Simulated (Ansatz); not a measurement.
Spin states of the cluster HAu2⁺, each relaxed with PBE-D4/def2-TZVP in Ansatz. Electronic energies in the gas phase.

In the def2 sets Au takes a core potential; there is no spin–orbit coupling. Correlated methods freeze no core orbitals; core or outer-core shells of Au are correlated, in sets that lack core-valence functions. In CCSD on the charge 1 triplet the largest single amplitude is 0.25, so its Hartree–Fock determinant may place the open shell otherwise than the density functionals do. In the quintet geometry the species has come apart into loosely held pieces. The structure comes from a short search, and lower isomers may exist.

Singlet geometry:

Cartesian coordinates in Å:
```
Au -0.514 -0.525 1.143
Au 0.162 -0.085 -1.346
H 0.351 0.611 0.203
```

Triplet geometry (D∞h within 0.1 Å):

```xyz
3

Au    1.660    0.116   -0.379
Au   -1.660   -0.117    0.379
H     0.000    0.001    0.000
```

Quintet geometry (C2v within 0.1 Å):

```xyz
3

Au   -0.499    1.589    0.638
Au   -1.586   -0.809   -0.109
H     2.085   -0.780   -0.529
```

⟨S²⟩: triplet 2.00 at PBE0-D4/def2-TZVP (pure 2.00), quintet 6.00 at PBE0-D4/def2-TZVP (pure 6.00).

Only these spin states were relaxed. The quintet has fallen apart into loose fragments. The triplet has other bonds than the singlet, so the gap mixes isomer and spin. The quintet has other bonds than the singlet, so the gap mixes isomer and spin.

Second-order perturbation terms are unreliable where d shells bring near-degenerate states, and here PBE-QIDH/def2-TZVP, MP2/def2-TZVP, MP2/def2-TZVPP lie more than 0.4 eV from the median of the functionals without such a term.

```tsv
level	triplet − singlet (kcal/mol)	quintet − singlet (kcal/mol)	lowest of these
PBE-D4/def2-TZVP	44.0	142.8	singlet
r2SCANh-D4/def2-TZVP	47.9	143.9	singlet
r2SCAN0-D4/def2-TZVP	51.0	145.3	singlet
PBE-QIDH/def2-TZVP	59.9	151.4	singlet
MP2/def2-TZVPP	74.5	161.0	singlet
CCSD(T)/def2-TZVPP	59.7	155.7	singlet
```

Problem. Estimate the rows for HF/def2-TZVP, HF/def2-TZVPP, revPBE-D4/def2-TZVP, r2SCAN-D4/def2-TZVP, PBE0-D4/def2-TZVP, MP2/def2-TZVP.

Solution. 
```
              level  triplet − singlet (kcal/mol)  quintet − singlet (kcal/mol)  lowest of these
       HF/def2-TZVP                          51.5                         122.3          singlet
      HF/def2-TZVPP                          51.2                         121.4          singlet
revPBE-D4/def2-TZVP                          41.8                         140.2          singlet
r2SCAN-D4/def2-TZVP                          46.0                         143.1          singlet
  PBE0-D4/def2-TZVP                          50.0                         145.4          singlet
      MP2/def2-TZVP                          70.4                         151.8          singlet
```
